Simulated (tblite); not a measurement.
C5H6FO2P.
Numbering: `[CH3:1][C:2](=[O:3])[P@:4]1(=[O:5])[C:6]([CH3:7])=[C:8]1[F:9]` (hydrogens: H10, H11, H12 on C1; H13, H14, H15 on C7)

Computed geometry: GFN2-xTB, gas phase.

(1) Give the optimised bond lengths and angles.

## Answers

(1) 
```csv
bond,length (bohr)
C1–C2,2.798
C2=O3,2.251
C2–P4,3.555
P4=O5,2.774
P4–C6,3.463
C6–C7,2.780
C6=C8,2.523
C8–F9,2.504
P4–C8,3.417
"C1–H10, C1–H11, C1–H12",2.060
"C7–H13, C7–H14, C7–H15",2.059
```

Bonds in one row agree within 0.02 bohr and their mean is given. A selection of angles:
```csv
angle,degrees
C2–C1–H10,108.5
C2–C1–H11,111.9
H10–C1–H11,110.7
H10–C1–H12,106.4
C1–C2–O3,129.4
C1–C2–P4,110.4
O3–C2–P4,120.2
C2–P4–O5,117.5
C2–P4–C6,112.5
C2–P4–C8,110.7
O5–P4–C6,126.3
O5–P4–C8,125.6
C6–P4–C8,43.0
P4–C6–C7,149.6
P4–C6–C8,67.5
C7–C6–C8,142.8
C6–C7–H13,110.1
H13–C7–H14,107.9
H13–C7–H15,109.5
C6–C8–F9,137.8
P4–C8–C6,69.5
P4–C8–F9,152.5
```

Torsions: C1–C2–P4–O5 -2° (synperiplanar); C2–P4–C6–C7 87° (synclinal); P4–C6–C8–F9 -175° (antiperiplanar); C2–P4–C8–C6 101° (anticlinal).

The 3 C–C bonds span 1.335 Å (C6=C8, drawn double) to 1.481 Å (C1–C2, drawn single), a spread of 0.146 Å. Of the pairs four or more bonds apart, O5···H12 is among the closest relative to their van der Waals radii: 2.85 Å, 105 % of the sum of Bondi's values. The 3-membered ring P4–C6–C8 has internal angles of 43.0° to 69.5°. The 3 C–P bonds span 1.808 Å (P4–C8, drawn single) to 1.881 Å (C2–P4, drawn single), a spread of 0.073 Å. P4 (phosphoryl phosphorus) has angles from 43.0° to 126.3°.

Point group: C1 (no symmetry element, even within 0.4 Å). Its GFN2-xTB frequencies are all real (lowest 41 cm⁻¹). One conformer, not necessarily the lowest.

Time: 1.0 s wall. Hardware: an Intel Xeon Platinum 8488C with one thread, on a shared host. These figures are those of the optimisation.
